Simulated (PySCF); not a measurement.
## Mercury: a sound run and one with changed settings

Sound run: Hg+ [Xe] 4f14 5d10 6s1, Hg(2+) [Xe] 4f14 5d10. All numbers are calculated (PySCF 2.14, scalar relativity through the core potential, in cc-pVDZ-PP with ECP60MDF). In the sound run the correlated levels freeze 5s2 5p6 outside the core potential. The sound run starts from symmetry-adapted Hartree-Fock orbitals and uses a fine grid where one is needed.

Changed run: all electrons correlated in a basis built for the valence shell.

```tsv
species	method	sound run (hartree)	changed run (hartree)	converged
Hg+	MP2	-152.51612	-152.64919	yes
Hg(2+)	MP2	-151.84749	-151.97417	yes
```

Ionisation energy of Hg+:

| method | sound run (eV) | changed run (eV) |
| --- | --- | --- |
| UHF | 17.036 | 17.036 |
| MP2 | 18.194 | 18.368 |
| SCS-MP2 | 18.024 | 18.147 |

A valence basis has no tight correlating functions, so it recovers only part of the core correlation, and not evenly between atom and ion.

For comparison, NIST gives 18.757 eV between the lowest levels.
